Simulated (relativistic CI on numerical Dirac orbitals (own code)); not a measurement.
**Tl⁴⁶⁺: q coefficients and field-shift factors**

These numbers are calculated, not measured: Dirac-Coulomb-Breit CI, orbitals from a KLI potential per configuration, derivatives by finite differences, unscaled Slater integrals, QED left out (own radial code, finite nucleus).

Configurations in the expansion (outside the closed core [Ar] 3d10): 4s2 4p5, 4s 4p6, 4s2 4p4 4d, 4s 4p5 4d, 4s2 4p4 4f, 4s 4p5 4f. Double excitations out of closed p, d and f shells are left out; levels of such configurations are missing from the list, as are those of other unlisted configurations, and high levels can miss mixing partners.

With x = (α/α₀)² − 1 an excitation energy changes as ω = ω₀ + qx; K = 2q/ω₀ is the relative enhancement. Terms are leading LS components, so labels can repeat. The field-shift factor is F = δν/δ⟨r²⟩ for the transition from the lowest level.

Lowest level 4s2 4p5 2P°_3/2.

```csv
Level,ω₀ (cm⁻¹),q (cm⁻¹),K,F (GHz/fm²)
4s2 4p5 2P°_1/2,1221813,1.552e+06,2.54,-357
4s2 4p4 4d 4D_3/2,1420332,71810,0.101,25.2
4s2 4p4 4d 4D_5/2,1445166,84160,0.116,24.7
4s2 4p4 4d 4P_1/2,1449961,89670,0.124,-13.9
4s2 4p4 4d 2F_7/2,1465115,72580,0.0991,23.7
4s2 4p4 4d 2D_3/2,1546632,81480,0.105,25.4
4s2 4p4 4d 2F_7/2,1682921,335500,0.399,33.1
4s2 4p4 4d 4F_9/2,1691113,333600,0.395,32.7
4s2 4p4 4d 2P_1/2,1720611,405700,0.472,-183
4s2 4p4 4d 2D_5/2,1819438,339300,0.373,36.3
4s2 4p4 4d 2P_3/2,1872078,360000,0.385,29.6
4s2 4p4 4d 2D_5/2,1903306,369400,0.388,23.6
4s 4p6 2S_1/2,2277556,1.669e+06,1.47,-3630
```

At this charge energies of transitions that change n are usually good to better than 1 %, and those within a shell (Δn = 0) to a few per cent.
